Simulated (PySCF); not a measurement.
Electron correlation in Cl⁺ (chlorine, charge +1)

[Ne] 3s2 3p3 4s1, high-spin 5S determinant (an excited configuration). Computed with PySCF 2.14 in x2c-QZVPPall with one added diffuse shell each of s, p, d, f type (10s7p5d3f1g, 86 functions), with the spin-free X2C one-electron Hamiltonian (Gaussian nucleus). Frozen: [Ne]; 6 electrons correlated.

MP2 pair energies summed by pair of shells (mhartree):

```
 pair  energy  share (%)
3s-3p  -68.43       57.7
3p-3p  -23.01       19.4
3s-3s  -11.16        9.4
3p-4s   -9.36        7.9
3s-4s   -6.72        5.7
```

Total MP2 correlation energy: -118.68 mhartree.

Same-spin part -36.61 and opposite-spin part -82.07 mhartree; SCS-MP2 scales them by 1/3 and 6/5 to -110.68 mhartree.
